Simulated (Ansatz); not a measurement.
Bond stretch in CH (cation, charge +1), singlet.

Computed with: RHF/cc-pVQZ (Ansatz, an electronic-structure program); RMP2 = Ansatz with MP2 on RHF/cc-pVQZ, frozen core; UHF/cc-pVQZ (Ansatz); UMP2 = MP2 on UHF/cc-pVQZ, frozen core (Ansatz); RKS-CAM-B3LYP = restricted CAM-B3LYP/cc-pVQZ in Ansatz; UKS-CAM-B3LYP = unrestricted CAM-B3LYP/cc-pVQZ (Ansatz); RKS-PBE0 = restricted PBE0/cc-pVQZ run with Ansatz; UKS-PBE0 = unrestricted PBE0/cc-pVQZ (Ansatz); RKS-PBE = restricted PBE/cc-pVQZ (Ansatz); UKS-PBE = unrestricted PBE/cc-pVQZ in Ansatz; FCI = full CI/cc-pVQZ, frozen core (Ansatz).

All curves are set to zero at 1.14 Å and compared with full CI in the same basis at 1.14, 1.17, 1.18, 1.26, 1.33, 1.43, 1.56, 1.71, 1.87, 2.05, 2.32, 2.49, 2.79, 3.04, 3.46, 3.92, 4.50 Å.

Q: Which method stays most parallel to full CI over these points, and which least?

A: UKS-CAM-B3LYP has the smallest spread and RHF the largest. In order (kJ/mol): UKS-CAM-B3LYP 37.28, UKS-PBE0 50.90, RKS-PBE 65.55, UMP2 91.53, UKS-PBE 96.83, UHF 126.87, RMP2 130.58, RKS-PBE0 132.78, RKS-CAM-B3LYP 176.34, RHF 305.46.

Errors against full CI at some of the points (kJ/mol):

```csv
method,1.43 Å,1.71 Å,2.32 Å,2.79 Å,4.50 Å
UKS-CAM-B3LYP,-1.3,2.0,-13.4,-31.0,-20.8
UKS-PBE0,-3.0,-2.0,-23.7,-45.3,-50.7
RKS-PBE,-14.9,-21.8,-10.3,11.0,43.7
UMP2,10.4,44.6,10.5,-19.6,-31.8
UKS-PBE,-14.1,-24.5,-46.6,-74.8,-96.8
UHF,21.4,41.8,-35.1,-69.3,-85.1
RMP2,8.8,22.2,63.2,97.0,118.2
RKS-PBE0,-3.9,0.4,33.8,68.7,128.9
RKS-CAM-B3LYP,-1.3,5.1,44.9,86.8,174.8
RHF,20.2,47.9,124.9,185.8,305.5
```

The restricted form behind RHF, RMP2, RKS-CAM-B3LYP, RKS-PBE0, RKS-PBE keeps the bonding electrons paired and can't separate into open-shell fragments. The T1 diagnostic of CCSD on the restricted reference of RMP2 exceeds 0.045 at 2.32 to 4.50 Å. The unrestricted determinant behind UHF, UMP2 is spin-contaminated at 0.85 to 4.50 Å (<S²> up to 1.1, against 0.00 for a pure singlet). The unrestricted determinant behind UKS-CAM-B3LYP, UKS-PBE0, UKS-PBE is spin-contaminated at 0.85 to 4.50 Å (<S²> up to 1.0, against 0.00 for a pure singlet). The unrestricted solution behind UKS-PBE changes between 2.05 and 2.32 Å, which can leave a kink.
